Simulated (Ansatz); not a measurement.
Species: C₂H₈AlN (charge 0, singlet). 
Coordinates optimised at B3LYP-D3(BJ)/def2-TZVP (Ansatz, a first-principles code):
SMILES: [CH3][Al]([CH3])[NH2]
```xyz
12

C     -1.5296    -1.1936    -0.1710
Al    -0.0037     0.0198     0.0040
C      1.8556    -0.5612    -0.1885
N     -0.3219     1.7331     0.3551
H     -1.4702    -2.0125     0.5525
H     -2.4876    -0.6905    -0.0206
H     -1.5540    -1.6587    -1.1614
H      2.5679     0.2582    -0.0680
H      2.1089    -1.3288     0.5492
H      2.0314    -1.0088    -1.1716
H      0.3858     2.4428     0.4645
H     -1.2370     2.1393     0.4744
```

Basis-set convergence of Hartree-Fock and CCSD correlation energies (hartree) with Ansatz. Valence correlation only, unless marked. Spin-orbit coupling is left out. No relativistic terms.

| basis | functions | E(HF) | E(corr, CCSD) |
|---|---|---|---|
| cc-pV(D+d)Z | 105 | -376.82170 | -0.58688 |
| cc-pV(T+d)Z | 241 | -376.87942 | -0.70323 |
| cc-pV(Q+d)Z | 469 | -376.89180 | -0.73844 |

Extrapolating the two largest sets (X = 3 and 4) as X^-3: E(corr) = (64·(-0.73844) - 27·(-0.70323))/37 = -0.7641 Eh, an estimate of the basis-set limit. The largest set recovers 96.6 % of it, the smallest 76.8 %.
